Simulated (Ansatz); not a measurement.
CH9BSi3 can be A, `[SiH3][SiH2]B1C[SiH2]1`, or B, `C[SiH2][SiH]1B[SiH2]1`.

Isolated molecules relaxed with PBE0-D4/def2-TZVP in Ansatz; ΔE leaves out vibrations. CCSD(T)/CBS is the MP2 limit (def2-TZVPP, def2-QZVPP) plus CCSD(T) − MP2 in def2-TZVPP, frozen cores. DFT in def2-TZVPP. B3LYP here is the variant with VWN-RPA as its local correlation; programs differ in this. Each species was taken in one conformer, which may not be the lowest.

Problem. Which isomer does CCSD(T)/CBS put lower? Give the gap. (Estimate.)

Solution. Ansatz gave: B, by 8.5 kcal/mol.

Problem. Give E(B) − E(A) in kcal/mol with B2PLYP, CCSD(T)/def2-TZVPP, ωB97M-V, PBE-D4, PBE0-D4, B3LYP, B3LYP-D4. (An estimate is asked.)

Solution. Computed: B2PLYP -7.1, CCSD(T)/def2-TZVPP -8.2, ωB97M-V -7.3, PBE-D4 -9.8, PBE0-D4 -9.1, B3LYP -6.0, B3LYP-D4 -7.2. None reverses the order clearly.

Largest T1 diagnostic: 0.015.

The D4 term adds −1.2 kcal/mol with B3LYP and −0.6 kcal/mol with PBE0; it sums over pairs of atoms, weighted by their polarisabilities, and B3LYP, whose exchange is more repulsive, gets the larger term. In def2-TZVPP, CCSD(T) changes the Hartree–Fock value by −6.5 kcal/mol (the triples alone add −1.3 kcal/mol) and MP2 by −7.0 kcal/mol.
